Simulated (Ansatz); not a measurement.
Reaction (formal exchange of groups at a C–C bond): `ClCCCCCl` + `C[SiH3]` → `C[SiH2]CCCl` + `CCCl`

Gas-phase electronic energies from Ansatz, PBE0-D4/def2-TZVP geometries. CCSD(T)/CBS adds triple-zeta CCSD(T) − MP2 to the extrapolated MP2 energy (def2 sets, frozen cores). This one scheme is used for every species. DFT in def2-TZVPP. B3LYP here is the variant with VWN-RPA as its local correlation; programs differ in this. One conformer a species, not always the lowest.

`ClCCCCCl`:

```xyz
14

Cl    0.101    2.578    1.339
C     1.150    1.154    1.058
C     0.680    0.319   -0.108
C    -0.680   -0.319    0.107
C    -1.150   -1.155   -1.058
Cl   -0.101   -2.578   -1.339
H     1.148    0.585    1.988
H     2.151    1.546    0.888
H     0.667    0.935   -1.013
H     1.428   -0.465   -0.270
H    -0.667   -0.935    1.013
H    -1.428    0.465    0.269
H    -1.147   -0.585   -1.988
H    -2.151   -1.546   -0.888
```

`C[SiH3]`:

Cartesian coordinates in Å:
```
C -0.681 0.703 0.132
Si 0.609 -0.629 -0.118
H -1.377 0.731 -0.709
H -0.212 1.685 0.218
H -1.255 0.520 1.043
H -0.032 -1.966 -0.238
H 1.556 -0.667 1.030
H 1.392 -0.376 -1.358
```

`C[SiH2]CCCl`:

```xyz
14

C     1.388   -0.586   -1.313
Si    0.862    0.822   -0.199
C    -0.941    0.658    0.334
C    -1.212   -0.596    1.124
Cl   -2.929   -0.725    1.631
H     0.753   -0.638   -2.202
H     2.420   -0.450   -1.645
H     1.328   -1.547   -0.797
H     1.017    2.122   -0.908
H     1.725    0.851    1.016
H    -1.204    1.538    0.928
H    -1.572    0.682   -0.560
H    -1.008   -1.498    0.547
H    -0.627   -0.632    2.043
```

`CCCl`:

Cartesian coordinates in Å:
```
C 0.341 -0.668 -0.271
C -0.332 0.515 0.375
Cl -0.361 1.929 -0.719
H 0.342 -1.514 0.422
H 1.375 -0.435 -0.531
H -0.182 -0.968 -1.180
H 0.188 0.837 1.276
H -1.371 0.304 0.627
```

```json
{"level": "r2SCAN-D4", "ΔE (kJ/mol)": "-33.6", "difference from CCSD(T)/CBS": "-3.6"}
{"level": "PBE0-D4", "ΔE (kJ/mol)": "-32.1", "difference from CCSD(T)/CBS": "-2.1"}
{"level": "B3LYP-D4", "ΔE (kJ/mol)": "-32.3", "difference from CCSD(T)/CBS": "-2.3"}
{"level": "ωB97M-V", "ΔE (kJ/mol)": "-30.7", "difference from CCSD(T)/CBS": "-0.7"}
{"level": "B2PLYP", "ΔE (kJ/mol)": "-31.7", "difference from CCSD(T)/CBS": "-1.7"}
{"level": "r2SCAN", "ΔE (kJ/mol)": "-33.9", "difference from CCSD(T)/CBS": "-3.9"}
{"level": "B3LYP", "ΔE (kJ/mol)": "-33.5", "difference from CCSD(T)/CBS": "-3.5"}
{"level": "HF/def2-TZVPP", "ΔE (kJ/mol)": "-28.4", "difference from CCSD(T)/CBS": "1.6"}
{"level": "MP2/def2-TZVPP", "ΔE (kJ/mol)": "-29.0", "difference from CCSD(T)/CBS": "1.0"}
{"level": "SCS-MP2/def2-TZVPP", "ΔE (kJ/mol)": "-27.7", "difference from CCSD(T)/CBS": "2.3"}
{"level": "CCSD(T)/def2-TZVPP", "ΔE (kJ/mol)": "-27.7", "difference from CCSD(T)/CBS": "2.3"}
{"level": "HF/def2-QZVPP", "ΔE (kJ/mol)": "-29.0", "difference from CCSD(T)/CBS": "1.0"}
{"level": "SCS-MP2/def2-QZVPP", "ΔE (kJ/mol)": "-29.3", "difference from CCSD(T)/CBS": "0.7"}
{"level": "HF/CBS(def2)", "ΔE (kJ/mol)": "-29.0", "difference from CCSD(T)/CBS": "1.0"}
{"level": "MP2/CBS(def2)", "ΔE (kJ/mol)": "-31.3", "difference from CCSD(T)/CBS": "-1.3"}
{"level": "CCSD/CBS(def2)", "ΔE (kJ/mol)": "-30.1", "difference from CCSD(T)/CBS": "-0.1"}
{"level": "CCSD(T)/CBS", "ΔE (kJ/mol)": "-30.0", "difference from CCSD(T)/CBS": "0"}
```

Largest T1 diagnostic among the species: 0.010.
